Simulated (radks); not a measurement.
The numbers below are computed, except where a source is named.
Task: Code: a radial shooting solver on a logarithmic mesh with Libxc functionals. Model: scalar-relativistic Kohn-Sham, LDA (Slater exchange, Perdew-Wang correlation), spin-polarised, spherical densities, finite nucleus; open shells are filled with parallel spins first (spin-orbit coupling, left out, can overturn this in heavy ions); Fermi nuclear charge, rms radius of each element as measured or else 0.836 A^(1/3) + 0.57 fm. Response by self-consistent Sternheimer equations with the Hartree and adiabatic LDA kernel, the relativistic mass of each level held fixed and spin-orbit coupling left out. For heavy and open-shell atoms this level of theory can miss by tens of per cent. Rank Au3+, Cr, Sc, Ba+, Re+, V, C+ (NIST ground configurations) by static dipole polarisability, largest first.

Result: Sc 114.7, Ba+ 110.6, V 82.71, Cr 66.55, Re+ 29.07, Au3+ 6.119, C+ 6.099 bohr^3.
